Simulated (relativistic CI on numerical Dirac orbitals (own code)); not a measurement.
Method of calculation: Dirac-Coulomb-Breit CI, KLI orbitals optimised for each configuration, model QED (radiative potential, 1s self-energy scaled to tabulated hydrogen-like ionisation energies), unscaled Slater integrals (own radial code, finite nucleus).

The strongest absorption lines from the ground level of an ion, among the configurations computed and to levels below about 2200 eV (vacuum wavelength in Å, gf): 5.6568 (0.15), 5.6691 (0.039), 7.1787 (0.015), 7.3337 (0.024), 7.4903 (0.44), 7.5299 (0.24), 97.401 (0.14), 207.48 (0.0031).

Which ion is it?
A. Cu25+
B. Br31+
C. Ga25+
D. Ga27+

D. Ga27+ has 4 electrons and the ground level 2s² ¹S0; the strongest line goes to 2s3p ¹P°1. The pattern of lines fixes the number of electrons, and along that sequence the line energies rise steadily with the charge (about as its square where n changes within one kind of shell, about linearly where n is kept but much faster in heavy ions where fine structure, which grows about as Z⁴, sets the gap, and irregularly where shells cross), which fixes Z. Configurations outside the model, such as inner-shell arrays, can give stronger lines. At this charge energies of transitions that change n are usually good to better than 1 %, and those within a shell (Δn = 0) to a few per cent.

LS names give the leading component of a level, which can be under half, so a name can repeat, a term be missing and a line seem to break the LS rules.
